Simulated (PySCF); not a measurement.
Simulation results for FH$_{2}$Si

Computed with PySCF 2.14.0. Calculation on a computer-drawn molecule: vertical ionisation energy to the stated ion spin, frozen-core CCSD(T) at the basis limit and cheaper methods, single-reference cases, UHF for radicals, no spin-orbit; all values are single points at the evaluated structure, the first of each entry, which is the reference or a displaced copy of it and isn't optimised; the reference structure only sets the zero of the energies above reference; triples share is (T) over the correlation energy.

Common to all runs: charge 1; multiplicity 1; ion multiplicity 2; diffuse functions no; basis cc-pV(n+d)Z; reference is the Hartree-Fock double-zeta minimum; best is HF at quadruple zeta + MP2 correlation extrapolated from triple and quadruple zeta + CCSD(T) minus MP2 at triple zeta; basis step is the size of the change from the same recipe one zeta lower.

(1) FH$_{2}$Si

Evaluated structure:
```xyz
4
FH2Si
F     -0.4700     1.0369     0.6302
Si     0.8496     0.9754     1.4134
H      1.3574    -0.6967     2.1540
H      1.5678     2.2529     1.5066
```

Reference structure:
```xyz
4
FH2Si
F     -0.4670     1.0251     0.6251
Si     0.8621     0.9942     1.4253
H      1.2307    -0.2919     1.9930
H      1.5801     2.2550     1.5114
```

Results for FH$_{2}$Si: ionisation energy best 19.75 eV; ionisation energy basis step 0.03363 eV; energy above reference best 24.22 kcal/mol; energy above reference basis step 0.1909 kcal/mol; ionisation energy Koopmans at triple zeta 19.65 eV; ionisation energy EOM CCSD at triple zeta 19.72 eV; total energy HF triple zeta -389.2780 hartree; total energy CCSD(T) triple zeta -389.6590 hartree; total energy best -389.7251 hartree; T1 diagnostic at triple zeta 0.01502; D1 diagnostic at triple zeta 0.03715; ion T1 diagnostic at triple zeta 0.02842; ion D1 diagnostic at triple zeta 0.09467; ion spin squared at triple zeta 0.7878; triples share at triple zeta 0.02852; basis functions triple zeta 97.

Drawn bonds:
```csv
atom,other atom,order
1,2,1
2,3,1
2,4,1
```

Triple zeta:
```csv
method,ionisation energy (eV),energy above reference (kcal/mol)
HF,18.75,28.11
PBE,19.2,20.7
r2SCAN,19.27,23.22
B3LYP,19.47,23.5
wB97X,19.54,25.1
MP2,19.45,26.41
CCSD,19.65,24.64
CCSD(T),19.62,24.21
```

(2) FH$_{2}$Si

Evaluated structure:
```xyz
4
FH2Si
F     -0.4700     1.0369     0.6302
Si     0.8496     0.9754     1.4134
H      1.3833    -0.7821     2.1919
H      1.5678     2.2529     1.5066
```

Reference structure:
```xyz
4
FH2Si
F     -0.4670     1.0251     0.6251
Si     0.8621     0.9942     1.4253
H      1.2307    -0.2919     1.9930
H      1.5801     2.2550     1.5114
```

Results for FH$_{2}$Si: ionisation energy best 19.43 eV; ionisation energy basis step 0.03068 eV; energy above reference best 32.04 kcal/mol; energy above reference basis step 0.1207 kcal/mol; ionisation energy Koopmans at triple zeta 19.23 eV; ionisation energy EOM CCSD at triple zeta 19.4 eV; total energy HF triple zeta -389.2632 hartree; total energy CCSD(T) triple zeta -389.6465 hartree; total energy best -389.7127 hartree; T1 diagnostic at triple zeta 0.01544; D1 diagnostic at triple zeta 0.03717; ion T1 diagnostic at triple zeta 0.02669; ion D1 diagnostic at triple zeta 0.08515; ion spin squared at triple zeta 0.7809; triples share at triple zeta 0.02901; basis functions triple zeta 97.

Drawn bonds:
```csv
atom,other atom,order
1,2,1
2,3,1
2,4,1
```

Triple zeta:
```csv
method,ionisation energy (eV),energy above reference (kcal/mol)
HF,18.35,37.41
PBE,18.9,27.96
r2SCAN,18.96,31.04
B3LYP,19.15,31.3
wB97X,19.18,33.56
MP2,19.09,34.98
CCSD,19.32,32.62
CCSD(T),19.31,32.02
```

(3) FH$_{2}$Si

Evaluated structure:
```xyz
4
FH2Si
F     -0.4038     1.0918     0.6310
Si     0.8835     0.9496     1.5126
H      1.1708    -0.3387     2.0104
H      1.8066     2.5058     1.4520
```

Reference structure:
```xyz
4
FH2Si
F     -0.4670     1.0251     0.6251
Si     0.8621     0.9942     1.4253
H      1.2307    -0.2919     1.9930
H      1.5801     2.2550     1.5114
```

The calculation gives: ionisation energy best 20.12 eV; ionisation energy basis step 0.03678 eV; energy above reference best 19.5 kcal/mol; energy above reference basis step 0.07243 kcal/mol; ionisation energy Koopmans at triple zeta 20.12 eV; ionisation energy EOM CCSD at triple zeta 20.08 eV; total energy HF triple zeta -389.2863 hartree; total energy CCSD(T) triple zeta -389.6666 hartree; total energy best -389.7327 hartree; T1 diagnostic at triple zeta 0.01534; D1 diagnostic at triple zeta 0.03979; ion T1 diagnostic at triple zeta 0.03198; ion D1 diagnostic at triple zeta 0.1214; ion spin squared at triple zeta 0.7754; triples share at triple zeta 0.02849; basis functions triple zeta 97.

Drawn bonds:
```csv
atom,other atom,order
1,2,1
2,3,1
2,4,1
```

Triple zeta:
```csv
method,ionisation energy (eV),energy above reference (kcal/mol)
HF,19.2,22.88
PBE,19.53,16.43
r2SCAN,19.62,18.63
B3LYP,19.84,18.76
wB97X,19.93,19.92
MP2,19.84,20.93
CCSD,20.03,19.85
CCSD(T),19.99,19.44
```

(4) FH$_{2}$Si

Evaluated structure:
```xyz
4
FH2Si
F     -0.4761     1.0231     0.6000
Si     0.8537     0.9717     1.4031
H      1.2310    -0.2848     1.9863
H      1.5744     2.2442     1.5160
```

Reference structure:
```xyz
4
FH2Si
F     -0.4670     1.0251     0.6251
Si     0.8621     0.9942     1.4253
H      1.2307    -0.2919     1.9930
H      1.5801     2.2550     1.5114
```

Results for FH$_{2}$Si: ionisation energy best 21.28 eV; ionisation energy basis step 0.02084 eV; energy above reference best 0.2299 kcal/mol; energy above reference basis step 0.02228 kcal/mol; ionisation energy Koopmans at triple zeta 21.57 eV; ionisation energy EOM CCSD at triple zeta 21.24 eV; total energy HF triple zeta -389.3224 hartree; total energy CCSD(T) triple zeta -389.6972 hartree; total energy best -389.7634 hartree; T1 diagnostic at triple zeta 0.01435; D1 diagnostic at triple zeta 0.03828; ion T1 diagnostic at triple zeta 0.04348; ion D1 diagnostic at triple zeta 0.178; ion spin squared at triple zeta 0.811; triples share at triple zeta 0.02718; basis functions triple zeta 97.

Drawn bonds:
```csv
atom,other atom,order
1,2,1
2,3,1
2,4,1
```

Triple zeta:
```csv
method,ionisation energy (eV),energy above reference (kcal/mol)
HF,20.69,0.2736
PBE,20.48,0.2374
r2SCAN,20.66,0.2506
B3LYP,20.88,0.2346
wB97X,21.07,0.2433
MP2,21.2,0.1964
CCSD,21.24,0.2275
CCSD(T),21.16,0.2173
```

(5) FH$_{2}$Si

Evaluated structure:
```xyz
4
FH2Si
F     -0.4761     1.0231     0.6000
Si     0.8537     0.9717     1.4031
H      1.2310    -0.2848     1.9863
H      1.5670     2.2312     1.5148
```

Reference structure:
```xyz
4
FH2Si
F     -0.4670     1.0251     0.6251
Si     0.8621     0.9942     1.4253
H      1.2307    -0.2919     1.9930
H      1.5801     2.2550     1.5114
```

Results for FH$_{2}$Si: ionisation energy best 21.32 eV; ionisation energy basis step 0.02006 eV; energy above reference best 0.2338 kcal/mol; energy above reference basis step 0.03748 kcal/mol; ionisation energy Koopmans at triple zeta 21.63 eV; ionisation energy EOM CCSD at triple zeta 21.28 eV; total energy HF triple zeta -389.3225 hartree; total energy CCSD(T) triple zeta -389.6972 hartree; total energy best -389.7634 hartree; T1 diagnostic at triple zeta 0.01433; D1 diagnostic at triple zeta 0.03828; ion T1 diagnostic at triple zeta 0.04412; ion D1 diagnostic at triple zeta 0.1815; ion spin squared at triple zeta 0.8109; triples share at triple zeta 0.02714; basis functions triple zeta 97.

Drawn bonds:
```csv
atom,other atom,order
1,2,1
2,3,1
2,4,1
```

Triple zeta:
```csv
method,ionisation energy (eV),energy above reference (kcal/mol)
HF,20.75,0.2002
PBE,20.52,0.3684
r2SCAN,20.69,0.2938
B3LYP,20.92,0.2586
wB97X,21.11,0.2526
MP2,21.25,0.1566
CCSD,21.29,0.2175
CCSD(T),21.2,0.2187
```
